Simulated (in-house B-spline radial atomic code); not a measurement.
A radial electron density 4πr²n(r) was computed for an atom or ion in its tabulated ground configuration with an all-electron radial atomic-structure program (B-spline basis); method: non-relativistic revTPSS, spin-polarised, spherical fractional occupations. Columns: r (bohr), 4πr²n(r) (electrons per bohr), bar.

```
 0.00183    1.097 #
 0.00222    1.571 #
  0.0027    2.247 ##
 0.00328    3.184 ###
 0.00398    4.464 ####
 0.00483    6.195 #####
 0.00586    8.485 #######
 0.00712    11.47 ##########
 0.00864    15.19 #############
  0.0105    19.71 #################
  0.0127    24.75 #####################
  0.0155    30.36 ##########################
  0.0188     35.6 ###############################
  0.0228    39.88 ##################################
  0.0277    42.43 #####################################
  0.0336    42.64 #####################################
  0.0408    40.63 ###################################
  0.0495    37.52 ################################
  0.0601    35.29 ##############################
   0.073    36.04 ###############################
  0.0887    40.52 ###################################
   0.108    46.93 #########################################
   0.131    50.96 ############################################
   0.159    49.08 ##########################################
   0.193    41.27 ####################################
   0.234    32.34 ############################
   0.284    28.14 ########################
   0.345    30.36 ##########################
   0.419    34.31 ##############################
   0.508    33.67 #############################
   0.617     26.7 #######################
   0.749    17.07 ###############
   0.909    9.237 ########
     1.1    4.898 ####
    1.34    2.876 ##
    1.63    1.746 ##
    1.98    0.857 #
     2.4   0.2938 
    2.91  0.06402 
    3.54 0.007619 
    4.29 0.0004833 
    5.21 1.316e-05
```

(1) Which atom or ion is it?
A. Br6+
B. Br5+
C. Br4+
D. Se5+

Answers

(1) B. The area under the curve, ∫4πr²n dr = ∫r·4πr²n d(ln r) on this logarithmic grid, is 30 electrons, which only this option has. The configuration is [Ar] 3d10 4s2.
